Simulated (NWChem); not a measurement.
C₅H₅ cation

```xyz
10

C      0.9563     0.2036     0.0000
C      0.4123     1.3679     0.0000
C     -0.9431     0.5311     0.0000
C     -0.6708    -0.9769     0.0000
C      0.6760    -1.1824     0.0000
H      0.5261     2.4553     0.0000
H     -1.4803     0.8333     0.9274
H     -1.4803     0.8333    -0.9274
H     -1.4824    -1.7217     0.0000
H      1.3322    -2.0604     0.0000
```
Atoms are numbered in this order, from 1.

Computed with NWChem. Structure relaxed at the PBE-D3(BJ)/def2-SVP level. Total energies compare along this basis series because the functional is fixed.

```json
[
 {"level": "TPSS/def2-SVP", "basis functions": "95", "energy (Ha)": "-193.0168", "highest occupied level (eV)": "-12.31", "orbital gap (eV)": "2.99", "relative time": "1"},
 {"level": "TPSS/def2-SVPD", "basis functions": "140", "energy (Ha)": "-193.0239", "highest occupied level (eV)": "-12.27", "orbital gap (eV)": "2.98", "relative time": "3"},
 {"level": "TPSS/def2-TZVP", "basis functions": "185", "energy (Ha)": "-193.2227", "highest occupied level (eV)": "-12.21", "orbital gap (eV)": "3.01", "relative time": "3"},
 {"level": "TPSS/def2-TZVPP", "basis functions": "225", "energy (Ha)": "-193.2241", "highest occupied level (eV)": "-12.22", "orbital gap (eV)": "3.01", "relative time": "6"}
]
```

Times are rough ratios from one shared machine.
